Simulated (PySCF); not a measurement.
Correlation energy of N²⁺ (nitrogen, charge +2)

[He] 2s1 2p2, high-spin 4P determinant (an excited configuration). Calculation: PySCF 2.14, in aug-cc-pVQZ (6s5p4d3f2g, 80 functions); the non-relativistic Hamiltonian (point nucleus). Frozen: 1s2; 3 electrons correlated.

```csv
level,correlation energy (mhartree)
CCSD,-16.92
(T),-0.04
CCSD(T),-16.96
```

Diagnostics: T1 = 0.00098, D1 = 0.0018, largest double amplitude 0.016.

Cost of the coupled-cluster step: roughly 9 core-seconds, for 3 correlated electrons.
